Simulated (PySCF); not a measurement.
**A series of related molecules**

Theory: collinear spin-flip TDA BHandHLYP/def2-SVPD, vertical, gas phase, core orbitals frozen in the response (PySCF). Geometry: GFN2-xTB.

Each molecule in one low-energy conformer. The parent is F[C]C(F)(F)F.

Task: How does the spin-flip gap, low spin less high spin change along this series?
- F[C]C(F)(F)F (base)
- C#C[C]F (base)
- [CH]C(F)(F)F (base)
- [CH]Cl (base)
- C#C[C]Cl (base)
- [CH]C=C (base)
- B[C]F (base)
- [SiH3][C]Cl (base)
- [CH2] (base)
- Cl[C]Br (base)
- [CH]C#C (base)
- [CH]Br (base)
- [CH]F (base)
- B[CH] (base)
- [CH][SiH3] (base)

Result: 
| molecule | low spin less high spin (eV) | reference ⟨S²⟩ |
| --- | --- | --- |
| F[C]C(F)(F)F | -0.61 | 2.01 |
| C#C[C]F | +0.19 | 2.13 |
| [CH]C(F)(F)F | +0.37 | 2.01 |
| [CH]Cl | -0.29 | 2.01 |
| C#C[C]Cl | +0.35 | 2.12 |
| [CH]C=C | +0.47 | 2.08 |
| B[C]F | +0.50 | 2.01 |
| [SiH3][C]Cl | +0.25 | 2.01 |
| [CH2] | +0.31 | 2.01 |
| Cl[C]Br | -0.65 | 2.01 |
| [CH]C#C | +0.47 | 2.11 |
| [CH]Br | -0.24 | 2.01 |
| [CH]F | -0.76 | 2.01 |
| B[CH] | -0.35 | 2.01 |
| [CH][SiH3] | +0.61 | 2.01 |

The spin-flip gap, low spin less high spin is lowest for [CH]F and highest for [CH][SiH3].
